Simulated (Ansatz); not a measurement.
Program: Ansatz. Geometries: PBE0-D4/def2-TZVP. ΔE: electronic, gas phase. CBS: MP2 limit from def2 TZ/QZ plus the TZ coupled-cluster correction, frozen cores. This one scheme is used for every species. Functionals use def2-TZVPP. B3LYP here is the variant with VWN-RPA as its local correlation; programs differ in this. HSE06 is defined as in plane-wave codes. One conformer a species, not always the lowest.

`C[SiH2]OC(F)(F)F` + `O[SiH3]` → `FC(F)(F)O[SiH3]` + `C[SiH2]O`  (substitution at a C–O bond)

```csv
level,ΔE (kcal/mol),difference from CCSD(T)/CBS
B3LYP-D4,1.3,0.1
r2SCAN0-D4,1.4,0.2
BHLYP-D4,1.3,0.1
CAM-B3LYP-D4,1.4,0.2
ωB97X-V,1.4,0.2
PBE-QIDH,1.2,0.0
PBE,1.1,-0.1
revPBE,1.0,-0.2
r2SCAN,1.3,0.1
r2SCANh,1.3,0.1
HSE06,1.1,-0.1
CAM-B3LYP,1.1,-0.1
LC-ωPBE,1.2,0.0
CCSD/def2-SVP,1.5,0.3
MP2/CBS(def2),1.2,0.0
CCSD/CBS(def2),1.2,0.0
CCSD(T)/CBS,1.2,0
```

Largest T1 diagnostic among the species: 0.012.

Leaving LDA and LC-ωPBE aside and taking each functional with its dispersion term where it has one, the values, not all of them listed here, spread over 0.4 kcal/mol, from PBE-QIDH to B97M-V.
